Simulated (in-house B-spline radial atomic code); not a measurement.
Configurations of P³⁺, with energies counted from [Ne] 3s2. Level of theory: non-relativistic B3LYP, spin-polarised, spherical fractional occupations, point nucleus; calculated with a B-spline radial code for spherical atoms. Caution: exact exchange at fractional occupations of open shells leaves self-interaction of up to several eV. Shells without spins written out take the highest spin.

Occupations are held fixed; configurations that lie above the ionisation limit could autoionise.

| configuration | E - E(ref) (eV) | highest orbital | its <r> (bohr) |
| --- | --- | --- | --- |
| [Ne] 3s(0 up, 1 down) 3d(0 up, 1 down) | 23.419 | 3d down | 2.166 |
| [Ne] 3s1 4p1 | 31.635 | 4p up | 3.951 |
| [He] 2s2 2p(2 up, 3 down) 3s2 4d(0 up, 1 down) | 169.54 | 4d down | 4.362 |
| [He] 2s1 2p6 3s2 3p1 | 185.9 | 3p up | 1.712 |
| [He] 2s1 2p6 3s2 4p1 | 210.74 | 4p up | 3.776 |
| [He] 2s(0 up, 1 down) 2p6 3s2 4f(0 up, 1 down) | 217.63 | 4f down | 4.274 |

(1) Order these further configurations by energy, lowest first.
A. [He] 2s2 2p5 3s2 4p1
B. [He] 2s1 2p6 3s2 4d1
C. [He] 2s2 2p5 3s2 4s1
D. [Ne] 3s1 3p1
E. [He] 2s1 2p6 3s2 4s1

(2) How far above the reference does [He] 2s2 2p(2 up, 3 down) 3s2 3p(0 up, 1 down) lie?

Results:

(1) D (9.2399 eV), C (161.06 eV), A (164.86 eV), E (206.92 eV), B (215.37 eV).

(2) 139.91 eV; its least bound orbital is 3p down with <r> = 1.706 bohr.
